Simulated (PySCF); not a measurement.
Fractional electron number in Ag²⁺ (silver, charge +2)

The 4d beta orbital of [Kr] 4d9 is emptied in steps (occupation f), with all orbitals relaxed, ending at [Kr] 4d8. Computed with PySCF 2.14 in aug-cc-pVDZ-PP with ECP28MDF (5s5p4d2f, 54 functions), with scalar relativity through the core potential. The exact energy is a straight line in f; departures are measured from the line between the end points of the same method.

**Question.** Among PBE0, r2SCAN, LC-wPBE, which shows the largest delocalisation error (convex curve), and which is closest to linear?

**Answer.** Most convex: r2SCAN (-1.571 eV at f = 0.4); closest to linear: LC-wPBE (-0.483 eV).

| f | PBE0 (eV) | r2SCAN (eV) | LC-wPBE (eV) |
| --- | --- | --- | --- |
| 1 | 0.000 | 0.000 | 0.000 |
| 0.8 | -0.775 | -1.048 | -0.318 |
| 0.6 | -1.166 | -1.573 | -0.481 |
| 0.4 | -1.169 | -1.571 | -0.483 |
| 0.2 | -0.781 | -1.045 | -0.323 |
| 0 | 0.000 | 0.000 | 0.000 |

```
 method  E(f=0) − E(f=1) (eV)  −ε at f=1 (eV)  −ε at f=0.4 (eV)
   PBE0                34.729          29.904            35.691
 r2SCAN                34.507          27.959            35.828
LC-wPBE                34.721          32.746            35.114
```

Reference removal energy between the ground levels: 34.8 ± 0.3 eV (semi-empirical (NIST evaluation); NIST Atomic Spectra Database, ionization energies). The calculation has no spin-orbit coupling. The determinant left behind need not be the lowest term of the ion.
